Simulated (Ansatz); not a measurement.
Consider the atomization: `C[O][In]([OH])[O][SiH3]` → C• + 7 H• + In• + 3 O• + Si•.

Computed with Ansatz on PBE0-D4/def2-TZVP structures; ΔE is electronic, products minus reactants. CBS: MP2 limit from def2 TZ/QZ plus the TZ coupled-cluster correction, frozen cores. This one scheme is used for every species, atoms too. Functionals use def2-TZVPP. B3LYP here is the variant with VWN-RPA as its local correlation; programs differ in this. HSE06 is defined as in plane-wave codes. No spin–orbit coupling; open shells (•) take unrestricted orbitals. Spin–orbit coupling would lower the free atoms: a little for C, O, Si; strongly for In. def2 core potentials past Kr. Bonds to In are less sure, by a few kJ/mol each and by 10 to 20 or more in all where they break to atoms, as the def2 sets lack core-valence functions. One conformer a species, not always the lowest.

| level | ΔE (kJ/mol) | difference from CCSD(T)/CBS |
| --- | --- | --- |
| LDA (SPW92) | 5102.4 | 617.4 |
| PBE-D4 | 4487.1 | 2.1 |
| revPBE-D4 | 4360.2 | -124.8 |
| BLYP-D4 | 4420.9 | -64.1 |
| r2SCAN-D4 | 4444.3 | -40.7 |
| B97M-V | 4440.0 | -45.0 |
| PBE0-D4 | 4379.7 | -105.3 |
| B3LYP-D4 | 4409.0 | -76.0 |
| r2SCANh-D4 | 4400.7 | -84.3 |
| r2SCAN0-D4 | 4339.0 | -146.0 |
| BHLYP-D4 | 4257.0 | -228.0 |
| CAM-B3LYP-D4 | 4453.5 | -31.5 |
| ωB97X-V | 4464.5 | -20.5 |
| ωB97M-V | 4447.3 | -37.7 |
| B2PLYP | 4383.0 | -102.0 |
| PBE-QIDH | 4374.1 | -110.9 |
| PBE | 4459.9 | -25.1 |
| revPBE | 4287.4 | -197.6 |
| BLYP | 4363.6 | -121.4 |
| r2SCAN | 4437.3 | -47.7 |
| PBE0 | 4356.2 | -128.8 |
| r2SCANh | 4393.1 | -91.9 |
| r2SCAN0 | 4330.6 | -154.4 |
| HSE06 | 4360.7 | -124.3 |
| BHLYP | 4220.1 | -264.9 |
| CAM-B3LYP | 4429.2 | -55.8 |
| HF/def2-SVP | 3050.8 | -1434.2 |
| MP2/def2-SVP | 4221.4 | -263.6 |
| CCSD/def2-SVP | 4088.2 | -396.8 |
| CCSD(T)/def2-SVP | 4134.3 | -350.7 |
| HF/def2-TZVPP | 3089.3 | -1395.7 |
| MP2/def2-TZVPP | 4426.4 | -58.6 |
| SCS-MP2/def2-TZVPP | 4402.9 | -82.1 |
| CCSD(T)/def2-TZVPP | 4340.1 | -144.9 |
| HF/def2-QZVPP | 3102.4 | -1382.6 |
| MP2/def2-QZVPP | 4514.1 | 29.1 |
| SCS-MP2/def2-QZVPP | 4500.0 | 15.0 |
| HF/CBS(def2) | 3104.4 | -1380.6 |
| MP2/CBS(def2) | 4571.3 | 86.3 |
| CCSD/CBS(def2) | 4408.7 | -76.3 |
| CCSD(T)/CBS | 4485.0 | 0 |

Largest T1 diagnostic among the species: 0.016.

In def2-TZVPP, CCSD(T) changes the Hartree–Fock value by +1250.7 kJ/mol (the triples alone add +76.3 kJ/mol) and MP2 by +1337.0 kJ/mol; breaking electron pairs costs correlation energy, which Hartree–Fock lacks. At CCSD(T), def2-SVP lies −350.7 kJ/mol from the extrapolated value and def2-TZVPP −144.9 kJ/mol: correlation converges slowly with the basis, and small sets miss more of it in the bonded molecule than in its fragments.

For atomizations the MP2-based limit and the directly extrapolated one differ by several kJ/mol either way, and by 10 to 25 for some Ge, Se and Sn compounds, so smaller differences from it don't rank the levels.
